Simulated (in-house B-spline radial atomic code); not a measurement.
**CAM-B3LYP excitations of K7+**

Method: CAM-B3LYP. Computed with a B-spline radial code for spherical atoms: linear response of the closed shell [Ne] 3s2 with the functional's adiabatic kernel; scalar-relativistic (spin-free one-electron X2C), finite nucleus, no spin-orbit coupling, no double excitations, S, P, D and F terms only.

Command:
```bash
python run_td.py task.json out
```
Settings (radii: box in bohr, nucleus in fm):
```
Z                        19
electrons                12
configuration            [Ne] 3s2
hamiltonian              x2c
method                   camb3lyp
box_radius               12.81
rms_radius               3.4349
intervals                71
```

Run time, properties included: 0.9 s on 1 thread of Arm Neoverse N1 (shared host).

The lowest states, in the order of their Tamm-Dancoff energies; the method's threshold (minus the highest occupied level) is 149.61 eV. Labels give the largest channel, * marks a mixed state, and oscillator strengths are full-response dipole values. Semilocal kernels can invert the small singlet-triplet splittings of Rydberg terms. Energies in eV:

| state | full response | Tamm-Dancoff | oscillator strength |
| --- | --- | --- | --- |
| 3s → 3p 3P | 15.109 | 15.542 | - |
| 3s → 3p 1P | 24.025 | 24.842 | 1.09 |
| 3s → 3d 3D | ? | ? | - |
| 3s → 3d 1D | 47.20 | 47.22 | - |
| 3s → 4s 3S | 76.70 | 76.71 | - |
| 3s → 4s 1S | 78.89 | 78.93 | - |
| 3s → 4p 3P | 83.76 | 83.76 | - |
| 3s → 4p 1P | ? | ? | ? |
| 3s → 4d 3D | 93.37 | 93.37 | - |
| 3s → 4d 1D | 93.97 | 93.97 | - |

(1) Where does 3s → 4p 1P lie?

(2) Where does 3s → 3d 3D lie?

(3) How large is the singlet-triplet splitting of 3s → 3p (P terms) in Tamm-Dancoff?

(4) What polarisabilities and dispersion coefficient does the method give?

Results:

(1) At 84.78 eV in full response, 84.81 eV in Tamm-Dancoff, oscillator strength 0.229.

(2) At 43.22 eV in full response, 43.33 eV in Tamm-Dancoff.

(3) 9.3 eV, from the unrounded values.

(4) Dipole 1.471 bohr³, quadrupole 1.017 bohr⁵, C6 1.546 hartree·bohr⁶ for two such species.
